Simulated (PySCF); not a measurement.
Run record: excited-state job, `Cc1cccc(=O)o1`.

Computed with TDDFT PBE0/def2-SVPD, vertical, gas phase, core orbitals frozen in the response (PySCF 2.14.0, density-fitted response routines). Geometry: GFN2-xTB. A driver script takes a list of jobs; this job's settings line and coordinates (Å) are shown.

Command:
```bash
OMP_NUM_THREADS=1 python probes_run.py task.json out
```

Input:
```
{"job": {"kind": "uv", "xc": "PBE0", "basis": "def2-SVPD", "nstates": 6, "ntriplets": 2}, "charge": 0, "multiplicity": 1}
C      2.216364     0.017791    -0.169267
C      0.728297     0.002250    -0.056530
C     -0.024638    -1.112278     0.112116
C     -1.434717    -0.973121     0.203745
C     -1.998307     0.253690     0.122862
C     -1.186542     1.434903    -0.057584
O     -1.578145     2.570931    -0.143407
O      0.178832     1.219375    -0.138337
H      2.618434    -0.987716    -0.098982
H      2.638014     0.635373     0.622049
H      2.508295     0.461875    -1.119517
H      0.438036    -2.081619     0.174976
H     -2.042799    -1.855523     0.338548
H     -3.061801     0.413596     0.187162
```

Task: What does the run print?

Result: 
```
coarse grid: 12408 points
cycle   1  E = -381.7746792231  dE =  1.525e+00  |g| = 8.747e-01  |ddm| = 7.465e+00
cycle   2  E = -381.2829294914  dE =  4.917e-01  |g| = 1.781e+00  |ddm| = 3.972e+00
cycle   3  E = -381.9154974396  dE = -6.326e-01  |g| = 2.957e-01  |ddm| = 3.102e+00
cycle   4  E = -381.9327749177  dE = -1.728e-02  |g| = 9.338e-02  |ddm| = 4.750e-01
cycle   5  E = -381.9341220730  dE = -1.347e-03  |g| = 3.469e-02  |ddm| = 1.635e-01
cycle   6  E = -381.9343869888  dE = -2.649e-04  |g| = 8.206e-03  |ddm| = 7.579e-02
cycle   7  E = -381.9344006793  dE = -1.369e-05  |g| = 3.686e-03  |ddm| = 2.197e-02
cycle   8  E = -381.9344041053  dE = -3.426e-06  |g| = 8.217e-04  |ddm| = 7.971e-03
final grid: 121896 points
cycle   9  E = -382.0017041333  dE = -2.011e-05  |g| = 1.262e-02  |ddm| = 1.915e-01
cycle  10  E = -382.0016409764  dE =  6.316e-05  |g| = 2.176e-02  |ddm| = 5.682e-02
cycle  11  E = -382.0017354087  dE = -9.443e-05  |g| = 2.572e-03  |ddm| = 3.579e-02
cycle  12  E = -382.0017367507  dE = -1.342e-06  |g| = 4.938e-04  |ddm| = 3.568e-03
cycle  13  E = -382.0017367939  dE = -4.319e-08  |g| = 1.606e-04  |ddm| = 9.597e-04
cycle  14  E = -382.0017367986  dE = -4.689e-09  |g| = 6.663e-05  |ddm| = 4.057e-04
cycle  15  E = -382.0017367997  dE = -1.091e-09  |g| = 1.565e-05  |ddm| = 1.487e-04
cycle  16  E = -382.0017367997  dE = -6.457e-11  |g| = 2.920e-06  |ddm| = 4.172e-05
converged SCF energy = -382.0017367997

Static polarisability (au): isotropic 77.502, principal 47.527 84.855 100.125

Singlet excitations
state   eV       nm        f      main configurations
  1   4.4676    277.5   0.17171   H->L 0.97
  2   4.7226    262.5   0.00004   H-1->L 0.95
  3   6.1426    201.8   0.10575   H->L+1 0.83, H-2->L 0.14
  4   6.2424    198.6   0.00003   H->L+2 0.93
  5   6.2658    197.9   0.00062   H-1->L+1 0.85
  6   6.9289    178.9   0.00242   H->L+3 0.64, H-4->L 0.32

Triplet excitations (Tamm-Dancoff, eV): 2.8480 4.3972
```

The SCF starts on a coarse grid where the log names one; the energy can jump when the final grid takes over, and dE then counts from the start density on the new grid. H and L stand for HOMO and LUMO; the number after each pair is its weight.

Task: How does the lowest singlet excitation compare with the HOMO–LUMO gap?

Result: HOMO -6.87 eV and LUMO -1.73 eV give a gap of 5.14 eV; S1 at 4.47 eV lies 0.67 eV below it.

Task: Give S1 in cm⁻¹ and kJ/mol.

Result: 4.4676 eV × 8065.54 = 36034 cm⁻¹; × 96.485 = 431.1 kJ/mol.

In short: HOMO -6.87 eV, LUMO -1.73 eV; lowest singlet 4.47 eV; lowest triplet 2.85 eV (Tamm–Dancoff); mean polarisability 77.5 au.

Task: Estimate the wall time. Hardware: an Intel Xeon at 2.50 GHz with one thread, shared host. And the peak memory of the process?

Result: About 1.8 min (density and orbital grids were written too), with 0.88 GiB resident at the peak, the Python interpreter and its libraries included.
Labels such as C1 count atoms from 1, the log's own numbers from 0.
